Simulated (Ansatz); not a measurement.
```yaml
crystal:
  periodic: [false, false, false]
  atoms:
    - {symbol: C, position_ang: [-0.692783, 0.884086, -0.401773]}
    - {symbol: Ge, position_ang: [0.500082, -0.854125, 0.129075]}
    - {symbol: Br, position_ang: [1.866848, -0.256471, 2.256098]}
    - {symbol: H, position_ang: [0.038280, 1.835569, -0.625683]}
    - {symbol: H, position_ang: [-1.445118, 1.166519, 0.516993]}
    - {symbol: H, position_ang: [-1.354324, 0.643197, -1.401614]}
    - {symbol: H, position_ang: [1.651750, -1.264451, -1.080715]}
    - {symbol: H, position_ang: [-0.461471, -2.218166, 0.545123]}
basis:
  gaussian: {orbitals: 6-31G, final_grid: {core_spheres: 8, valence_spheres: 7, degree: 23}}
hamiltonian: {xc: {name: wB97X-V}}
accuracy: high
output: {forces: true}
```

```sh
$ ansatz run in.yaml --threads 4 --pin off --events-out ev --progress --plain --max-ram 10444MiB
```

It prints (some lines left out):

```
Functional definition: wB97X-V
1483 factors; integrals over basis functions are off by at most 4.7e-8 eV
325 factors; integrals over basis functions are off by at most 2.6e-9 eV
mean field evaluation 1: about -127649.1055 eV, gradient 2.2e1 eV
mean field evaluation 2: about -127649.8439 eV, gradient 1.9e1 eV
mean field evaluation 4: about -127650.5819 eV, gradient 5.0e-1 eV
mean field evaluation 8: about -127650.6393 eV, gradient 4.3e-2 eV
mean field evaluation 16: about -127650.6393 eV, gradient 1.6e-5 eV
mean field -127650.63930279 eV, -4691.0744696666 hartree, gradient 2.4e-8 eV, S^2 0.000000; 0 other end points of the search recorded, 0 dependent functions left out
reference -127650.63930261 eV, -4691.0744696598 hartree; 39, 39 occupied and 38, 38 virtual orbitals, 1483 factors
Total energy: -127650.63930261 eV, -4691.0744696598 hartree
Atom 0 at    -0.692783     0.884086    -0.401773 Å, force    -0.356544     0.629055    -0.094341 eV/Å
Atom 1 at     0.500082    -0.854125     0.129075 Å, force    -0.399846     0.308805    -0.338777 eV/Å
Atom 2 at     1.866848    -0.256471     2.256098 Å, force    -0.966701    -0.406025    -1.494626 eV/Å
Atom 3 at     0.038280     1.835569    -0.625683 Å, force    -1.844026    -2.523464     0.606828 eV/Å
Atom 4 at    -1.445118     1.166519     0.516993 Å, force     1.995653    -0.791633    -2.350993 eV/Å
Atom 5 at    -1.354324     0.643197    -1.401614 Å, force     1.747019     0.522048     2.573590 eV/Å
Atom 6 at     1.651750    -1.264451    -1.080715 Å, force    -1.411012     0.533408     1.567198 eV/Å
Atom 7 at    -0.461471    -2.218166     0.545123 Å, force     1.235457     1.727806    -0.468878 eV/Å
Dipole moment:    -0.518502    -0.017937    -0.684425 e Å
```

Hardware: 4 threads of an Arm Neoverse V2 on a shared host. Wall time 15 s, peak host memory 0.29 GiB.
